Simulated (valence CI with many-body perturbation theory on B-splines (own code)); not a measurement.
**Ladder of approximations for Ag VII**

Computed by valence CI with perturbative core correlation (CI+MBPT): five valence electrons over a frozen Dirac-Fock core [Kr], a basis of 7 s, 7 p, 8 d, 6 f, 4 g, 1 h functions for each j, with the one-electron correlation potential Σ1, the two-electron term Σ2, the three-electron term Σ3, Breit, model QED; selected CI, second order for the rest, scaled by the run's own slope (own B-spline code, finite nucleus).

Against 33 measured levels this calculation errs by 362 cm⁻¹ on average and by 1022 at most. These come from a selection out of Gamrath, thesis, University of Mons (2023). Levels without a partner in it may be off by more, other configurations by 1,000 to 8,000 cm⁻¹. Among the levels kept, up to 1600 cm⁻¹ of a level comes from second order outside the variational space, and about a tenth of that is noise between levels of different J, which matters for small intervals. Only levels of the ground parity were solved; by the run's estimate the other parity begins above the list, which can be wrong where configurations are misplaced.

Each rung adds one term. CI alone is the Dirac-Coulomb CI over the frozen core; QED comes last and gives the full result, which names the levels. Energies are above 4d⁵ ⁶S_5/2 on the same rung, in cm⁻¹.

Names give the largest LS component (configuration and term), which can be under half, so a name can repeat, a term be missing and a line seem to break the LS rules; names also repeat where a configuration has a term twice. Letters in brackets count levels of one name in rising energy.

| Level | CI alone |
| --- | --- |
| 4d⁵ ⁴G_5/2 | 31787 |
| 4d⁵ ⁴G_7/2 | 32849 |
| 4d⁵ ⁴G_11/2 | 33205 |
| 4d⁵ ⁴G_9/2 | 33360 |
| 4d⁵ ⁴P_5/2 | 33548 |
| 4d⁵ ⁴P_3/2 | 34280 |
| 4d⁵ ⁴P_1/2 | 35486 |
| 4d⁵ ⁴D_7/2 | 38900 |
| 4d⁵ ⁴D_1/2 | 40404 |
| 4d⁵ ⁴D_5/2 | 40831 |
| 4d⁵ ⁴D_3/2 | 41121 |
| 4d⁵ ²I_11/2 | 47910 |
| 4d⁵ ²I_13/2 | 49485 |
| 4d⁵ ²D_5/2 [a] | 48473 |
| 4d⁵ ²D_3/2 [a] | 49799 |
| 4d⁵ ⁴F_7/2 | 51479 |

What do these energies become with core correlation, Breit and QED?

4d⁵ ⁴G_5/2 29159 (-2628); 4d⁵ ⁴G_7/2 30068 (-2780); 4d⁵ ⁴G_11/2 30356 (-2849); 4d⁵ ⁴G_9/2 30570 (-2790); 4d⁵ ⁴P_5/2 32412 (-1136); 4d⁵ ⁴P_3/2 33446 (-834); 4d⁵ ⁴P_1/2 35081 (-405); 4d⁵ ⁴D_7/2 36713 (-2187); 4d⁵ ⁴D_1/2 39003 (-1401); 4d⁵ ⁴D_5/2 39628 (-1203); 4d⁵ ⁴D_3/2 40119 (-1002); 4d⁵ ²I_11/2 43065 (-4845); 4d⁵ ²I_13/2 44524 (-4961); 4d⁵ ²D_5/2 [a] 47531 (-941); 4d⁵ ²D_3/2 [a] 48468 (-1332); 4d⁵ ⁴F_7/2 48998 (-2481).

How does the ionisation energy move along the ladder, and which term matters most?

CI alone 103.18, + Σ1 104.74, + Σ2 106.22, + Σ3 106.21, + Breit 106.24, + QED 106.25 eV. The largest step is Σ1, 1.55 eV, with Σ2 about as large (1.49). NIST lists 106 ± 2 eV (theoretical).
